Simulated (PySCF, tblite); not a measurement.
C6H2F4.
Numbering: `[CH:1]#[C:2][C:3]#[C:4][C@@H:5]([F:6])[C:7]([F:8])([F:9])[F:10]` (hydrogens: H11 on C1; H12 on C5)

The geometry is computed with GFN2-xTB (gas phase).

What internal coordinates does the optimisation give?

```tsv
bond	length (bohr)
C1≡C2	2.275
C2–C3	2.565
C3≡C4	2.280
C4–C5	2.732
C5–F6	2.598
C5–C7	2.916
C7–F8	2.534
C7–F9, C7–F10	2.520
C1–H11	1.982
C5–H12	2.080
```

Bonds in one row agree within 0.02 bohr and their mean is given. A selection of angles:
```tsv
angle	degrees
C2–C1–H11	179.8
C1–C2–C3	179.5
C2–C3–C4	178.0
C3–C4–C5	176.8
C4–C5–F6	111.7
C4–C5–C7	110.0
C4–C5–H12	111.7
F6–C5–C7	108.0
F6–C5–H12	107.2
C7–C5–H12	108.1
C5–C7–F8	110.1
C5–C7–F9	112.9
C5–C7–F10	111.7
F8–C7–F9	107.3
```

Torsions: C4–C5–C7–F8 61° (synclinal).

The C–C distances run from 1.204 Å (C1≡C2, drawn triple) to 1.543 Å (C5–C7, drawn single), a spread of 0.339 Å. The 4 C–F bonds span 1.332 Å (C7–F9, drawn single) to 1.375 Å (C5–F6, drawn single), a spread of 0.043 Å.

Point group: C1 (no symmetry element, even within 0.4 Å). Its GFN2-xTB frequencies are all real (lowest 37 cm⁻¹).
